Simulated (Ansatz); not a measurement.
`C[SiH](F)Br` + `N=C=O` → `C[SiH](F)N=C=O` + HBr at 600 K and 1 bar (ligand exchange at the Si–Br bond).

Program: Ansatz. Geometries: PBE0-D4/def2-TZVP. ΔE: electronic, gas phase. CBS: MP2 limit from def2 TZ/QZ plus the TZ coupled-cluster correction, frozen cores. This one scheme is used for every species. For Br outer-core shells are correlated without core-valence functions, which leaves a few kJ/mol of doubt a bond. Scalar relativity is left out up to krypton. One conformer a species, not always the lowest.

```
         species  CCSD(T)/CBS energy (Eh)  H − E (kJ/mol)  S (J/(mol·K))
   `C[SiH](F)Br`              -3002.78099           180.9          403.4
         `N=C=O`               -168.51995            83.3          274.5
`C[SiH](F)N=C=O`               -597.38266           227.8          464.3
             HBr              -2573.91920            33.5          219.1
```

H − E and S are ideal-gas, rigid-rotor, harmonic terms from PBE0-D4/def2-TZVP, for one conformer and one mirror image of each species. 1 Eh = 2625.50 kJ/mol, R = 8.31446 J/(mol·K).

Q: By hand: ΔE, ΔH, ΔS and ΔG.

A: ΔE = (-597.38266) + (-2573.91920) − (-3002.78099) − (-168.51995) = -0.00092 Eh = -2.4 kJ/mol. Δ(H − E) = 227.8 + 33.5 − 180.9 − 83.3 = -2.9, so ΔH = -5.3 kJ/mol. ΔS = 464.3 + 219.1 − 403.4 − 274.5 = 5.5 J/(mol·K). ΔG = -5.3 − 600 × (5.5)/1000 = -8.6 kJ/mol.

Q: By hand: the equilibrium constant, and the temperature at which ΔG would vanish if ΔH and ΔS stayed fixed.

A: log₁₀ K = −ΔG/(RT ln 10) = 0.7. ΔH and −TΔS have one sign here, so there is no such temperature. One of them is within its doubt of zero, so this could turn.

TΔS isn't small against ΔH here. A doubt of 5 kJ/mol in ΔE shifts log₁₀ K by 0.4 here. Other conformers and mirror images would add mixing entropy, several J/(mol·K) or more a flexible species. Modes under 60 cm⁻¹, often nearly free rotors, make the harmonic entropy too high. These are equilibria of isolated gas molecules and say nothing of rates. Largest T1 diagnostic: 0.018 (customary marks: 0.02 for closed shells, 0.045 for open ones).
